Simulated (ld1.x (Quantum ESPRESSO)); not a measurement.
# Scattering properties, RRKJ potential for Ta (Z = 73)

* Element: Ta
* Generator: ld1.x (Quantum ESPRESSO) 7.5
* Type: norm-conserving RRKJ (Kleinman–Bylander form)
* Functional: PBEsol
* Relativity: scalar-relativistic
* Frozen core: [Kr] 4d10 4f14 5s2
* Valence charge: 11
* Reference configuration: 5p6 5d3 6s1.75 6p0.25
* Partial waves: 6s (bound): rc 2.85 bohr; 5d (bound): rc 2.10 bohr; 5p (bound): rc 1.95 bohr
* Local potential: the p channel
* Core correction: Bessel-smoothed model core inside 1.15 bohr
* rho0: 0.001

Occupied shells without a wave of their own: 6p. They enter only through the test configuration that unscreens the potential, and ld1.x also counts them in the model core charge.

The phase is arctan(r·u′/u) with u = r·R(r), unwrapped; energies in Ry, scanned from -5 to 5 Ry. A pole is an energy at which the radial function vanishes at the test radius. The pseudo phase is shifted by a multiple of π to meet the all-electron one at the reference energy, and phase errors are pseudo minus all-electron; the curves can meet again beyond the range given. Levels narrower than the energy grid can be missing from the lists of poles.

| channel | radius (bohr) | reference energy (Ry) | poles, all-electron | poles, pseudo | unbroken range about the reference energy with phases within 0.05 rad | phase error 1 Ry above the reference energy (rad) |
| --- | --- | --- | --- | --- | --- | --- |
| s | 3.09 | -0.42 | 1.01 | -2.55, 0.98 | -2.5 to 2.5 | -0.003 |
| p | 3.09 | -2.93 | -2.90, 2.26 | -2.90, 2.00 | below -0.2 | -0.001 |
| d | 3.09 | -0.29 | 0.07, 4.49 | 0.07, 4.48 | the whole range | +0.000 |

Note: ghost state, extra bound levels that the all-electron valence spectrum of the same l lacks: s at -34.7 eV. A true bound ghost makes a file unfit for plane-wave use. ld1.x takes every shell without a wave as core, so the model core holds the 6p electrons as well and exchange and correlation see them twice. This cancels in the reference configuration, but the file is broken for other ones, and its errors say nothing about a proper core correction.

Phases in the p channel:

| E (Ry) | all-electron | pseudo |
| --- | --- | --- |
| -5.00 | 1.415 | 1.415 |
| -4.74 | 1.410 | 1.410 |
| -4.48 | 1.404 | 1.404 |
| -4.22 | 1.397 | 1.397 |
| -3.96 | 1.389 | 1.389 |
| -3.70 | 1.379 | 1.379 |
| -3.44 | 1.363 | 1.363 |
| -3.18 | 1.329 | 1.329 |
| -2.92 | -1.441 | -1.441 |
| -2.66 | -1.746 | -1.746 |
| -2.40 | -1.777 | -1.778 |
| -2.14 | -1.799 | -1.800 |
| -1.88 | -1.821 | -1.822 |
| -1.62 | -1.847 | -1.848 |
| -1.36 | -1.879 | -1.881 |
| -1.10 | -1.921 | -1.925 |
| -0.84 | -1.981 | -1.988 |
| -0.58 | -2.073 | -2.087 |
| -0.32 | -2.230 | -2.263 |
| -0.06 | -2.541 | -2.629 |
| 0.20 | -3.163 | -3.342 |
| 0.46 | -3.859 | -3.998 |
| 0.72 | -4.236 | -4.317 |
| 0.98 | -4.422 | -4.476 |
| 1.24 | -4.528 | -4.569 |
| 1.50 | -4.596 | -4.632 |
| 1.76 | -4.646 | -4.678 |
| 2.02 | -4.684 | -4.716 |
| 2.28 | -4.715 | -4.748 |
| 2.54 | -4.743 | -4.779 |
| 2.80 | -4.769 | -4.811 |
| 3.06 | -4.794 | -4.845 |
| 3.32 | -4.821 | -4.886 |
| 3.58 | -4.851 | -4.939 |
| 3.84 | -4.886 | -5.017 |
| 4.10 | -4.932 | -5.148 |
| 4.36 | -4.995 | -5.420 |
| 4.62 | -5.093 | -6.085 |
| 4.88 | -5.269 | -6.954 |
